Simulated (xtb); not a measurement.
H2O4S, SMILES O=S(=O)(O)O. All values are semi-empirical tight-binding results from xtb (GFN2-xTB unless named), good for trends rather than for accurate numbers. Coordinates come from a GFN2-xTB optimisation. Other conformers were not sampled.

Computed properties:
| Property | Value |
|---|---|
| point group as xtb finds it | C2 |
| orbital gap | 8.82 eV |
| zero-point energy | 22.3 kcal/mol |
| G − E(el) at 298.15 K (modified RRHO) | 4.8 kcal/mol |
| static polarisability (D4 model) | 45.4 bohr³ |
| solvation energy, GFN2-xTB/ALPB(water) | -19.6 kcal/mol |
| solvation energy, GFN2-xTB/ALPB(acetone) | -13.7 kcal/mol |
